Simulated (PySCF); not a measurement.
Here is a job for PySCF.
```python
from pyscf import gto, scf, cc

mol = gto.Mole()
mol.atom = '''
    B     0.32928792   -0.24658179    0.11366006
    C    -1.06064654   -0.84909034    0.01500780
    C    -2.16558263   -1.32045523   -0.06517949
    H    -3.13081133   -1.73278372   -0.13509747
    C     0.56104443    1.22320909   -0.18745508
    C     0.73777808    2.38964296   -0.42765470
    H     0.89272090    3.40874057   -0.63742247
    F     1.35067676   -1.01143186    0.46621205
'''
mol.basis = 'cc-pvdz'
mol.verbose = 4
mol.max_memory = 1800
mol.build()

mf = scf.RHF(mol)
mf.kernel()

mycc = cc.CCSD(mf, frozen=6)
mycc.kernel()
et = mycc.ccsd_t()
print('E(CCSD(T)) = %.10f' % (mycc.e_tot + et))
```

### Question
What does this run give for the SCF-reference Mulliken (on the basis functions themselves) charges in atom order, number of basis functions, MP2 correlation energy, SCF-reference dipole moment, total energy?

### Answer

```yaml
SCF-reference Mulliken (on the basis functions themselves) charges in atom order: B1 0.44, C2 -0.04, C3 -0.13, H4 0.05, C5 -0.04, C6 -0.13, H7 0.05, F8 -0.19
number_of_basis_functions: 94
MP2 correlation energy: -0.7488 Eh
SCF-reference dipole moment: 2.02 D
total_energy: -277.535066 Ha
```
